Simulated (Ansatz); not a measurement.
Gas-phase electronic energies from Ansatz, PBE0-D4/def2-TZVP geometries. CCSD(T)/CBS is the MP2 limit (def2-TZVPP, def2-QZVPP) plus CCSD(T) − MP2 in def2-TZVPP, frozen cores. This one scheme is used for every species. Functionals use def2-TZVPP. B3LYP here is the variant with VWN-RPA as its local correlation; programs differ in this. Each species was taken in one conformer, which may not be the lowest.

Consider the substitution at a C–B bond: `C=C(O)B(C)N` + H–F → `C=C(O)F` + `CBN`.

`C=C(O)B(C)N`:

Cartesian coordinates in Å:
```
C -0.740 -0.696 -1.783
C -0.088 -0.916 -0.641
O 0.417 -2.175 -0.415
B 0.226 0.218 0.402
C -0.646 1.520 0.515
N 1.319 0.012 1.255
H -0.889 -1.481 -2.516
H -1.119 0.292 -2.007
H 0.576 -2.274 0.527
H -0.658 2.060 -0.437
H -1.689 1.276 0.735
H -0.291 2.215 1.281
H 1.984 -0.734 1.136
H 1.597 0.685 1.948
```

H–F:

Cartesian coordinates in Å:
```
F -0.165 -0.429 -0.017
H 0.165 0.429 0.017
```

`C=C(O)F`:

Z-matrix (Å, degrees):
```
C
C 1 1.320
H 1 1.078 2 119.7
H 1 1.079 2 119.7 3 180.0
O 2 1.334 1 126.3 3 -179.9
F 2 1.338 1 122.1 3 0.0
H 5 0.963 2 108.9 1 -179.7
```

`CBN`:

```xyz
9

C     0.673    0.309    0.914
B    -0.320   -0.491    0.002
N    -0.682   -0.043   -1.265
H     1.538   -0.313    1.171
H     0.198    0.558    1.869
H     1.045    1.236    0.469
H    -0.805   -1.527    0.372
H    -1.316   -0.540   -1.865
H    -0.331    0.811   -1.667
```

| level | ΔE (kJ/mol) | difference from CCSD(T)/CBS |
| --- | --- | --- |
| PBE0-D4 | 57.0 | -15.7 |
| B3LYP-D4 | 55.2 | -17.5 |
| ωB97X-V | 49.9 | -22.8 |
| ωB97M-V | 54.1 | -18.6 |
| B2PLYP | 53.9 | -18.8 |
| PBE | 47.0 | -25.7 |
| r2SCAN | 48.7 | -24.0 |
| PBE0 | 49.7 | -23.0 |
| B3LYP | 42.3 | -30.4 |
| SCS-MP2/def2-TZVPP | 66.0 | -6.7 |
| CCSD/def2-TZVPP | 63.2 | -9.5 |
| MP2/def2-QZVPP | 78.4 | 5.7 |
| SCS-MP2/def2-QZVPP | 69.3 | -3.4 |
| HF/CBS(def2) | 34.4 | -38.3 |
| MP2/CBS(def2) | 80.7 | 8.0 |
| CCSD/CBS(def2) | 68.7 | -4.0 |
| CCSD(T)/CBS | 72.7 | 0 |

Largest T1 diagnostic among the species: 0.012.

The D4 term adds +12.8 kJ/mol with B3LYP and +7.3 kJ/mol with PBE0; it sums over pairs of atoms, weighted by their polarisabilities, and B3LYP, whose exchange is more repulsive, gets the larger term. In def2-TZVPP, CCSD(T) changes the Hartree–Fock value by +33.0 kJ/mol (the triples alone add +4.0 kJ/mol) and MP2 by +41.0 kJ/mol.
